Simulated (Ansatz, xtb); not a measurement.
**Two isomers of C8H4S**

Structure I: `C#Cc1cscc1C#C`, a singlet. Structure II: `C#Cc1csc(C#C)c1`, a singlet. Both are isolated molecules in the gas phase, relaxed with r2SCAN-D4/def2-SVP.

Quicker runs give these differences E(II) − E(I): GFN2-xTB −0.027 eV; HF/STO-3G −0.036 eV (at GFN2-xTB geometries); r2SCAN-D4/def2-SVP//GFN2-xTB −0.042 eV.

**Question.** Estimate E(II) − E(I) at the level CCSD(T)/def2-SVP + ΔMP2/def2-TZVPP.

**Answer.** CCSD(T)/def2-SVP + ΔMP2/def2-TZVPP gives E(II) − E(I) = +0.003 eV, slightly favouring structure I, which is too small a margin to settle the true order.

Level by level:

```csv
level,geometry,E(II) − E(I) (eV),departure from the last row (eV),"job, with rough time for the two"
GFN2-xTB,GFN2-xTB,−0.027,−0.030,"optimisation, 0.55 s"
HF/STO-3G,GFN2-xTB,−0.036,−0.039,"single point, 2.2 s"
r2SCAN-D4/def2-SVP//GFN2-xTB,GFN2-xTB,−0.042,−0.045,"single point, 12 s"
r2SCAN-D4/def2-SVP,r2SCAN-D4/def2-SVP,−0.041,−0.044,"optimisation, 2 min"
HF/def2-SVP,r2SCAN-D4/def2-SVP,−0.027,−0.030,part of the CCSD(T) run
MP2/def2-SVP,r2SCAN-D4/def2-SVP,−0.011,−0.014,part of the CCSD(T) run
CCSD(T)/def2-SVP,r2SCAN-D4/def2-SVP,−0.019,−0.022,single point
CCSD(T)/def2-SVP + ΔMP2/def2-TZVPP,r2SCAN-D4/def2-SVP,+0.003,,"single point, 6.8 min"
```

As drawn, both hold the same kinds of bond in the same numbers.

The largest departure from CCSD(T)/def2-SVP + ΔMP2/def2-TZVPP is that of r2SCAN-D4/def2-SVP//GFN2-xTB, 0.045 eV. The last row adds to CCSD(T) the change of the MP2 difference between the two basis sets, here +0.022 eV.

With thermal terms from frequencies at re-optimised GFN2-xTB minima (ideal gas, soft modes damped towards free rotors, one conformer each, 298.15 K, 1 atm): on the last row, ΔE + ΔZPE = +0.003, ΔH = +0.003, ΔG = −0.014 eV.

The correlated steps freeze 13 core orbitals. Programs: Ansatz 0.2.0, xtb 6.7.1; the last row on 2 threads of AMD EPYC (Zen 3) on a shared host.
